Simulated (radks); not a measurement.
Results of a calculation; reference values are marked as such.
How relativity changes the ionisation of neutral arsenic ([Ar] 3d10 4s2 4p3) to As+ ([Ar] 3d10 4s2 4p2). Spin-unpolarised spherical Kohn-Sham, BLYP, point nucleus unless stated (finite: rms radius 4.0968 fm), a radial shooting solver on a logarithmic mesh with Libxc functionals. A level marked "c x" has the speed of light scaled by that factor and shares open shells by 2j + 1; other Dirac levels either fill j = l - 1/2 first or share by 2j + 1.

| level | E(As) (hartree) | E(As+) (hartree) | IE (eV) | HOMO | <r> HOMO (bohr) |
|---|---|---|---|---|---|
| non-rel. | -2235.87285 | -2235.54001 | 9.057 | 4p | 2.571 |
| scalar-rel. | -2261.22104 | -2260.88916 | 9.031 | 4p | 2.566 |
| scalar-rel., finite nucleus | -2261.20606 | -2260.87417 | 9.031 | 4p | 2.566 |
| Dirac, 2j+1 shares | -2261.34268 | -2261.01068 | 9.034 | 4p3/2 | 2.586 |
| Dirac, low j first | -2261.35281 | -2261.02720 | 8.860 | 4p3/2 | 2.593 |
| Dirac, 2j+1 shares, finite nucleus | -2261.32769 | -2260.99569 | 9.034 | 4p3/2 | 2.586 |
| Dirac, c x 0.85 | -2271.52701 | -2271.19530 | 9.026 | 4p3/2 | 2.592 |
| Dirac, c x 3 | -2238.63166 | -2238.29892 | 9.054 | 4p3/2 | 2.572 |
| Dirac, c x 10 | -2236.12044 | -2235.78760 | 9.057 | 4p3/2 | 2.571 |

NIST Atomic Spectra Database: 9.789 eV (measured). The relativistic part of the total energy of As is -25.45 hartree (Dirac, 2j+1 shares, finite nucleus), 1.1 % of the non-relativistic value. Spin polarisation and multiplet splitting of open shells are left out at every level.

Beside tabulated values, note that spin-unpolarised runs miss the spin-polarisation part of the exchange energy of open shells.
